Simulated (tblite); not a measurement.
Compound: C9H11OP.
Atom-mapped SMILES: `[O:1]=[P@H:2]1[CH2:3][C@@H:4]([c:5]2[cH:6][cH:7][cH:8][cH:9][cH:10]2)[CH2:11]1` (hydrogens: H12 on P2; H13, H14 on C3; H15 on C4; H16 on C6; H17 on C7; H18 on C8; H19 on C9; H20 on C10; H21, H22 on C11)

A start from a force field or distance geometry was refined with GFN2-xTB geometry optimisation, gas phase in tblite 0.8.0. Values at the start:

```tsv
coordinate	start
O1=P2	1.488 Å
P2–C3	1.811 Å
P2–H12	1.421 Å
C3–C4	1.556 Å
C3–H13	1.086 Å
C3–H14	1.094 Å
C4–C5	1.595 Å
C4–H15	1.110 Å
C5–C6	1.413 Å
C6–C7	1.403 Å
C6–H16	1.082 Å
C7–C8	1.395 Å
C7–H17	1.084 Å
C8–H18	1.081 Å
O1–P2–C3	103.2°
P2–C3–C4	84.4°
C3–P2–C11	78.5°
C3–C4–C5	117.6°
C3–C4–C11	94.3°
C4–C5–C6	121.5°
C5–C6–C7	122.0°
C6–C5–C10	116.5°
O1–P2–C3–C4	130°
O1–P2–C11–C4	-130°
P2–C3–C4–C5	-158°
C3–C4–C11–P2	34°
```

Problem. How do these coordinates change at the GFN2-xTB level?

Solution. 
| coordinate | GFN2-xTB (Å or °) | change |
| --- | --- | --- |
| C4–C5 | 1.500 | -0.095 |
| P2–C3 | 1.841 | +0.030 |
| P2–H12 | 1.394 | -0.027 |
| O1=P2 | 1.462 | -0.026 |
| C5–C6 | 1.391 | -0.022 |
| C6–C7 | 1.383 | -0.020 |
| C4–H15 | 1.092 | -0.018 |
| C7–C8 | 1.385 | -0.010 |
| C3–H14 | 1.087 | -0.007 |
| C3–C4 | 1.551 | -0.005 |
| C3–H13 | 1.091 | +0.005 |
| C7–H17 | 1.080 | -0.004 |
| C6–H16 | 1.081 | -0.001 |
| C8–H18 | 1.080 | -0.001 |
| O1–P2–C3 | 122.2 | +19.0 |
| P2–C3–C4 | 89.9 | +5.5 |
| C3–C4–C11 | 97.8 | +3.5 |
| C3–C4–C5 | 115.1 | -2.5 |
| C6–C5–C10 | 118.7 | +2.2 |
| C5–C6–C7 | 120.6 | -1.4 |
| C4–C5–C6 | 120.7 | -0.8 |
| C3–P2–C11 | 78.8 | +0.3 |
| P2–C3–C4–C5 | -138 | +20 |
| C3–C4–C11–P2 | 15 | -19 |
| O1–P2–C3–C4 | 134 | +4 |
| O1–P2–C11–C4 | -134 | -4 |

The energy falls by 29.9 kcal/mol over 69 L-BFGS steps, the largest force on an atom goes from 4.28 to 0.007 eV/Å, and the atoms move by 0.282 Å rms after alignment. The bond that changes most is C4–C5 (benzylic-type carbon to substituted aromatic carbon), which shortens by 0.095 Å. Bonds longer at the end by more than 0.005 Å: 3 of 23; shorter: 15. Among the dihedrals that turn most is P2–C3–C4–H15, from 78° to 99°. Rotational constants go from 3078, 460.7, 430.8 to 2909, 488.8, 452.8 MHz.

Its GFN2-xTB frequencies are all real (lowest 33 cm⁻¹). The numbers are those of one conformer.

All values are computed, not measured.
